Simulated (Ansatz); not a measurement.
Question: Name a neutral molecule of B, C, F, Ge, N and H with size of the dipole moment (B3LYP/def2-TZVPP) between 2.55 and 2.85 D and LUMO energy (ωB97M-V/def2-TZVPP) between 1.60 and 1.90 eV (Ansatz, PBE0-D4/def2-TZVP geometry).

Answer: `B[NH][GeH]([CH3])[F]` (2.79 D, 1.69 eV). Other molecules can fit too; these were computed, each in one conformer that needn't be the lowest.

B3LYP here is the variant with VWN-RPA as its local correlation; programs differ in this.
